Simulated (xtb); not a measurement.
Input file for xtb: GFN2-xTB on PO, 2S+1 = 2, a spin state set in the input, which need not be the lowest, a point of a bond scan (R = 1.562 Å).

```
$ xtb mol.xyz --gfn 2 --sp --chrg 0 --uhf 1
2

O      0.00000000     0.00000000     0.00000000
P      0.00000000     0.00000000     1.56228600
```

### Question
Give the final energy of this run.

### Answer
-6.5430 hartree.
